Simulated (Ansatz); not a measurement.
Species: CH₈N₃Si (charge -1, singlet). It need not be the lowest isomer of its formula. Whether it binds its extra electron was not tested at this geometry. 
Geometry from a B3LYP-D3(BJ)/def2-TZVP (Ansatz, a quantum-chemistry and plane-wave program) optimisation:
```
Si
C 1 1.7586
H 2 1.0884 1 121.67
H 2 1.0891 3 113.64 1 -157.16
N 1 1.7718 2 109.81 3 166.18
H 5 1.0091 1 114.90 2 -4.87
H 5 1.0096 6 111.30 1 -136.62
N 1 1.7727 2 109.90 3 39.79
H 8 1.0107 1 112.13 2 47.58
H 8 1.0123 9 109.18 1 -128.17
N 1 1.8097 2 128.38 3 -75.56
H 11 1.0148 1 110.64 2 -46.80
H 11 1.0149 12 106.02 1 -118.91
```
Charge -1, spin multiplicity 1.

Basis-set convergence of Hartree-Fock and CCSD correlation energies (hartree) with Ansatz. Cores are frozen in the correlated levels unless marked. No spin-orbit coupling. No relativistic terms. This anion needs diffuse functions, which these sets lack.

```tsv
basis	functions	E(HF)	E(corr, CCSD)
cc-pV(D+d)Z	119	-494.84372	-0.81973
cc-pV(T+d)Z	271	?	?
```

Fill in the missing entries.


- cc-pV(T+d)Z, E(HF): -494.94588
- cc-pV(T+d)Z, E(corr, CCSD): -1.00320
